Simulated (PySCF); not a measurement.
**Charge-transfer reorganisation: `O=c1cccccc1`, C$_{7}$H$_{6}$O**

Molfile (atoms numbered from 1):
```
C7H6O
     RDKit          3D

 14 14  0  0  0  0  0  0  0  0999 V2000
    1.8521   -2.1187   -0.0931 O   0  0  0  0  0  0  0  0  0  0  0  0
    1.0315   -1.2112   -0.0878 C   0  0  0  0  0  0  0  0  0  0  0  0
    1.5005    0.1828   -0.0980 C   0  0  0  0  0  0  0  0  0  0  0  0
    0.8182    1.3585   -0.0656 C   0  0  0  0  0  0  0  0  0  0  0  0
   -0.5924    1.6058   -0.0179 C   0  0  0  0  0  0  0  0  0  0  0  0
   -1.6040    0.6925   -0.0065 C   0  0  0  0  0  0  0  0  0  0  0  0
   -1.5026   -0.7365   -0.0395 C   0  0  0  0  0  0  0  0  0  0  0  0
   -0.4033   -1.5359   -0.0766 C   0  0  0  0  0  0  0  0  0  0  0  0
    2.5935    0.2316   -0.1317 H   0  0  0  0  0  0  0  0  0  0  0  0
    1.4376    2.2614   -0.0772 H   0  0  0  0  0  0  0  0  0  0  0  0
   -0.8827    2.6602    0.0092 H   0  0  0  0  0  0  0  0  0  0  0  0
   -2.6228    1.0895    0.0288 H   0  0  0  0  0  0  0  0  0  0  0  0
   -2.4643   -1.2601   -0.0334 H   0  0  0  0  0  0  0  0  0  0  0  0
   -0.5650   -2.6184   -0.0961 H   0  0  0  0  0  0  0  0  0  0  0  0
  1  2  2  0
  2  3  1  0
  3  4  2  0
  4  5  1  0
  5  6  2  0
  6  7  1  0
  7  8  2  0
  8  2  1  0
  3  9  1  0
  4 10  1  0
  5 11  1  0
  6 12  1  0
  7 13  1  0
  8 14  1  0
M  END
```

The calculation used UKS PBE0/def2-SVP four-point reorganisation energy, gas phase (PySCF 2.14.0). Geometry: PBE0/def2-SVP.

**Question.** What is the inner reorganisation energy for hole transfer, with the ionisation energy?

**Answer.** λ = 0.131 (surface of the oxidised species) + 0.140 (surface of the starting species) = 0.271 eV. The ionisation energy is 8.69 eV vertical and 8.56 eV adiabatic without zero-point energy; at the relaxed geometry of the oxidised species the two energies differ by 8.42 eV. Largest bond changes: C5–C6 1.363 → 1.405 Å, C4–C5 1.433 → 1.403 Å, C6–C7 1.433 → 1.403 Å, C3–C4 1.360 → 1.386 Å, C7–C8 1.360 → 1.386 Å. ⟨S²⟩ of the relaxed oxidised species 0.809.

**Question.** What is the inner reorganisation energy for electron transfer, with the electron affinity?

**Answer.** λ = 0.198 (surface of the reduced species) + 0.187 (surface of the starting species) = 0.385 eV. The electron affinity is 0.49 eV vertical and 0.69 eV adiabatic without zero-point energy; at the relaxed geometry of the reduced species the two energies differ by 0.88 eV. Largest bond changes: C5–C6 1.363 → 1.421 Å, C3–C4 1.360 → 1.399 Å, C7–C8 1.360 → 1.399 Å, C6–C7 1.433 → 1.395 Å, C4–C5 1.433 → 1.395 Å. ⟨S²⟩ of the relaxed reduced species 0.767.

The highest occupied orbital of the reduced species is unbound in this basis, so its energies are rough.
